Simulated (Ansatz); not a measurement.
Consider the ligand exchange at the Al–Cl bond: `[Al][Cl]` + HI → `[Al][I]` + HCl.

Isolated molecules relaxed with PBE0-D4/def2-TZVP in Ansatz; ΔE leaves out vibrations. CCSD(T)/CBS is the MP2 limit (def2-TZVPP, def2-QZVPP) plus CCSD(T) − MP2 in def2-TZVPP, frozen cores. This one scheme is used for every species. Functionals use def2-TZVPP. B3LYP here is the variant with VWN-RPA as its local correlation; programs differ in this. def2 core potentials past Kr. For I outer-core shells are correlated without core-valence functions, which leaves a few kJ/mol of doubt a bond.

`[Al][Cl]`:

Cartesian coordinates in Å:
```
Al -0.730 -0.593 0.517
Cl 0.730 0.593 -0.517
```

HI:

```xyz
2

I     0.037   -0.463    0.657
H    -0.037    0.463   -0.657
```

`[Al][I]`:

```xyz
2

Al   -0.341   -1.227    0.086
I     0.341    1.227   -0.086
```

HCl:

Z-matrix (Å, degrees):
```
Cl
H 1 1.279
```

```csv
level,ΔE (kJ/mol),difference from CCSD(T)/CBS
r2SCAN-D4,8.6,1.4
B97M-V,19.6,12.4
r2SCAN0-D4,6.3,-0.9
BHLYP-D4,7.8,0.6
revPBE,6.5,-0.7
BLYP,13.8,6.6
B3LYP,12.4,5.2
MP2/def2-SVP,7.3,0.1
MP2/def2-TZVPP,5.7,-1.5
CCSD/CBS(def2),8.5,1.3
CCSD(T)/CBS,7.2,0
```

Largest T1 diagnostic among the species: 0.011.

Leaving LDA and LC-ωPBE aside and taking each functional with its dispersion term where it has one, the values, not all of them listed here, spread over 15.6 kJ/mol, from HSE06-D4 to B97M-V. At CCSD(T), def2-SVP lies +3.5 kJ/mol from the extrapolated value and def2-TZVPP +3.0 kJ/mol.
